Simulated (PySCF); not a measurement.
Br3Ga, singlet, at a GFN2-xTB geometry of the parent state (such geometries of metal compounds can be far from the true shape); HF/3-21G run with PySCF.

PySCF was given this input:
```python
from pyscf import gto, scf

mol = gto.M(
    atom='''
Ga    0.00000000    0.00000000   -0.00000000
Br    2.23134831   -0.34155522   -0.68288190
Br   -0.79598335   -1.01028512    1.97677450
Br   -1.43536497    1.35184034   -1.29389260
''',
    basis='3-21g',
    verbose=4,
)

mf = scf.RHF(mol)
mf.kernel()
mf.analyze()
```

Predict the main parts of the log of this PySCF run.


```
PySCF version 2.14.0

[INPUT] verbose = 4
[INPUT] num. atoms = 4
[INPUT] num. electrons = 136
[INPUT] charge = 0
[INPUT] spin (= nelec alpha-beta = 2S) = 0
[INPUT] symmetry False subgroup None
[INPUT] Mole.unit = angstrom
[INPUT] Symbol           X                Y                Z      unit          X                Y                Z       unit  Magmom
[INPUT]  1 Ga     0.000000000000   0.000000000000   0.000000000000 AA    0.000000000000   0.000000000000   0.000000000000 Bohr   0.0
[INPUT]  2 Br     2.231348310000  -0.341555220000  -0.682881900000 AA    4.216637194411  -0.645445822216  -1.290459766423 Bohr   0.0
[INPUT]  3 Br    -0.795983350000  -1.010285120000   1.976774500000 AA   -1.504190531214  -1.909162184523   3.735562415024 Bohr   0.0
[INPUT]  4 Br    -1.435364970000   1.351840340000  -1.293892600000 AA   -2.712446682095   2.554608006739  -2.445102648601 Bohr   0.0

nuclear repulsion = 1206.4525957808
number of shells = 40
number of NR pGTOs = 216
number of NR cGTOs = 88
basis = 3-21g
ecp = {}

******** <class 'pyscf.scf.hf.RHF'> ********
method = RHF
initial guess = minao
damping factor = 0
level_shift factor = 0
DIIS = <class 'pyscf.scf.diis.CDIIS'>
diis_start_cycle = 1
diis_space = 8
diis_damp = 0
SCF conv_tol = 1e-09
SCF conv_tol_grad = None
SCF max_cycles = 50
direct_scf = True
direct_scf_tol = 1e-13
Set gradient conv threshold to 3.16228e-05
Initial guess from minao.
init E= -9584.24514594669
  HOMO = -0.469803773845223  LUMO = -0.150873781873183  gap/eV = 8.67853
cycle= 1 E= -9594.10481444485  delta_E= -9.86  |g|= 0.38  |ddm|= 1.97
  HOMO = -0.403349934169572  LUMO = -0.00966810918696681  gap/eV = 10.71263
cycle= 2 E= -9594.15509941413  delta_E= -0.0503  |g|= 0.12  |ddm|= 0.871
  HOMO = -0.423265891826967  LUMO = 0.0104575468272652  gap/eV = 11.80222
cycle= 3 E= -9594.16092197118  delta_E= -0.00582  |g|= 0.0156  |ddm|= 0.225
  HOMO = -0.422225011470348  LUMO = 0.0133104605699685  gap/eV = 11.85152
cycle= 4 E= -9594.16111305104  delta_E= -0.000191  |g|= 0.00213  |ddm|= 0.0449
  HOMO = -0.422259197496177  LUMO = 0.0137815019326186  gap/eV = 11.86527
cycle= 5 E= -9594.16111749558  delta_E= -4.44e-06  |g|= 0.000144  |ddm|= 0.00798
  HOMO = -0.422287055206366  LUMO = 0.0137574272358878  gap/eV = 11.86537
cycle= 6 E= -9594.16111751089  delta_E= -1.53e-08  |g|= 2.58e-05  |ddm|= 0.000472
  HOMO = -0.422284163836673  LUMO = 0.0137701646576012  gap/eV = 11.86564
cycle= 7 E= -9594.16111751147  delta_E= -5.75e-10  |g|= 5.63e-06  |ddm|= 9.47e-05
  HOMO = -0.422284594167608  LUMO = 0.0137697987047063  gap/eV = 11.86564
Extra cycle  E= -9594.1611175115  delta_E= -3.27e-11  |g|= 2.22e-06  |ddm|= 1.58e-05
converged SCF energy = -9594.1611175115
**** SCF Summaries ****
Total Energy =                       -9594.161117511499469
Nuclear Repulsion Energy =            1206.452595780804359
One-electron Energy =               -15793.650850339772660
Two-electron Energy =                 4993.037137047470424
Two-electron Coulomb Energy =         5335.765910050081402
DFT Exchange-Correlation Energy =     -342.728773002610978
HOMO-LUMO gap [eV] =                    11.865644410165277
**** MO energy ****
MO #1   energy= -486.792254193537  occ= 2
MO #2   energy= -486.792248085724  occ= 2
MO #3   energy= -486.792248085349  occ= 2
MO #4   energy= -376.540694677748  occ= 2
MO #5   energy= -64.7997659951513  occ= 2
MO #6   energy= -64.7997585293544  occ= 2
MO #7   energy= -64.7997585289603  occ= 2
MO #8   energy= -57.9876754352245  occ= 2
MO #9   energy= -57.9876754348339  occ= 2
MO #10  energy= -57.9876712425513  occ= 2
MO #11  energy= -57.986647023833   occ= 2
MO #12  energy= -57.9865034594899  occ= 2
MO #13  energy= -57.9865034590991  occ= 2
MO #14  energy= -57.9864408145812  occ= 2
MO #15  energy= -57.9864408141905  occ= 2
MO #16  energy= -57.9864124457419  occ= 2
MO #17  energy= -48.0705765012534  occ= 2
MO #18  energy= -42.3300210205382  occ= 2
MO #19  energy= -42.3286418000718  occ= 2
MO #20  energy= -42.3286418000681  occ= 2
MO #21  energy= -9.79378990697129  occ= 2
MO #22  energy= -9.79378990655112  occ= 2
MO #23  energy= -9.7937862943462   occ= 2
MO #24  energy= -7.37352498087708  occ= 2
MO #25  energy= -7.37352498045028  occ= 2
MO #26  energy= -7.37352201236675  occ= 2
MO #27  energy= -7.3663625922721   occ= 2
MO #28  energy= -7.36636212027664  occ= 2
MO #29  energy= -7.36636211985805  occ= 2
MO #30  energy= -7.36581117100009  occ= 2
MO #31  energy= -7.36581010147117  occ= 2
MO #32  energy= -7.36581010105498  occ= 2
MO #33  energy= -6.46435207667619  occ= 2
MO #34  energy= -4.54022883776116  occ= 2
MO #35  energy= -4.53869826984551  occ= 2
MO #36  energy= -4.53869826980195  occ= 2
MO #37  energy= -3.1021818996942   occ= 2
MO #38  energy= -3.10218189927343  occ= 2
MO #39  energy= -3.10167210915404  occ= 2
MO #40  energy= -3.09948932190262  occ= 2
MO #41  energy= -3.09931496142798  occ= 2
MO #42  energy= -3.09931496100868  occ= 2
MO #43  energy= -3.09881896768366  occ= 2
MO #44  energy= -3.09881896727154  occ= 2
MO #45  energy= -3.09862891787164  occ= 2
MO #46  energy= -3.09113766313997  occ= 2
MO #47  energy= -3.09113613413405  occ= 2
MO #48  energy= -3.09113613371778  occ= 2
MO #49  energy= -3.09112538751521  occ= 2
MO #50  energy= -3.09112538709902  occ= 2
MO #51  energy= -3.09112382643301  occ= 2
MO #52  energy= -1.22258846540603  occ= 2
MO #53  energy= -1.22076941874811  occ= 2
MO #54  energy= -1.22076941871018  occ= 2
MO #55  energy= -1.22065434279993  occ= 2
MO #56  energy= -1.2206543427661   occ= 2
MO #57  energy= -1.02490520056321  occ= 2
MO #58  energy= -1.00505294732011  occ= 2
MO #59  energy= -1.00505294674442  occ= 2
MO #60  energy= -0.590192318459587 occ= 2
MO #61  energy= -0.485825297369225 occ= 2
MO #62  energy= -0.4858252971291   occ= 2
MO #63  energy= -0.458426617931092 occ= 2
MO #64  energy= -0.430905677062595 occ= 2
MO #65  energy= -0.430905676648094 occ= 2
MO #66  energy= -0.429638835687709 occ= 2
MO #67  energy= -0.429638835611803 occ= 2
MO #68  energy= -0.422284594167608 occ= 2
MO #69  energy= 0.0137697987047063 occ= 0
MO #70  energy= 0.0259861298880257 occ= 0
MO #71  energy= 0.149884331117126  occ= 0
MO #72  energy= 0.149884331683322  occ= 0
MO #73  energy= 0.19848295440607   occ= 0
MO #74  energy= 0.261649025743089  occ= 0
MO #75  energy= 0.292408800527134  occ= 0
MO #76  energy= 0.292408801076275  occ= 0
 ** Mulliken pop on meta-lowdin orthogonal AOs  **
 ** Mulliken pop  **
 ** Mulliken atomic charges  **
charge of    0Ga =      0.64718
charge of    1Br =     -0.21573
charge of    2Br =     -0.21573
charge of    3Br =     -0.21573
Dipole moment(X, Y, Z, Debye):  0.00000, -0.00000,  0.00000
```
